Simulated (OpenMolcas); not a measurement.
**2s2 2p4 along the 8-electron sequence**

```yaml
Program: OpenMolcas
Method: SS-RASPT2, IPEA 0.25 Eh, imaginary shift 0.1 Eh
Basis: ANO-RCC-VQZP
Scalar_Hamiltonian: DKH2, point nucleus
Spin-orbit_coupling: RASSI with atomic mean-field integrals over the reference wave functions, term energies averaged over their components
```

Active space for each ion: 6 electrons in 9 orbitals (RAS2 2s 2p; RAS3 3d, at most 2 electrons); closed shells correlated by CASPT2: 1s.

Computed levels in cm-1 above 3P2:

| Level | O | F+ | Ne2+ |
| --- | --- | --- | --- |
| 3P1 | 149 | 317 | 600 |
| 3P0 | 222 | 471 | 884 |
| 1D2 | 15670 | 20880 | 25900 |
| 1S0 | 33490 | 44840 | 55690 |
| weight of 3P in the lowest level (%) | 100 | 100 | 100 |

Measured, with the error of the calculation in %. Measured levels: O, F+ from NIST Handbook of Basic Atomic Spectroscopic Data; Ne2+ from Moore, Atomic Energy Levels, vol. I, NSRDS-NBS 35 (1971 reprint of NBS Circular 467, 1949).

```tsv
Level	O	F+	Ne2+
3P1	158 (-5.8)	341 (-7.0)	650 (-7.8)
3P0	227 (-2.1)	490 (-3.9)	927 (-4.7)
1D2	15868 (-1.3)	20873 (0)	25841 (+0.2)
1S0	33793 (-0.9)	44918 (-0.2)	55747 (-0.1)
```

The fine-structure level 3P0 changes by a factor of 3.98 from O to Ne2+. Its fourth root runs 3.86, 4.66, 5.45, with steps per unit of Z of 0.80, 0.79; equal steps would mean a (Z - σ)^4 law with constant σ.

1D2 changes by a factor of 1.65 over the same range, with steps per unit of Z of +5210, +5020 cm-1.

CASPT2 does not keep the components of a term degenerate, so their means are used; among the terms shown or strongly mixed into the levels shown the widest spread is 38 cm-1 (2s2 2p4 1D, O). Active for correlation alone: 3d; no level in the range computed is led by a configuration that fills it, so any true level of that kind is missing. Computed and measured levels are paired by configuration, term and J; levels that our copy of the source lacks, or whose pairing is in doubt (as where it misses far off the trend of its configuration), stay unpaired and out of the deviations. Only configurations of the active space appear.
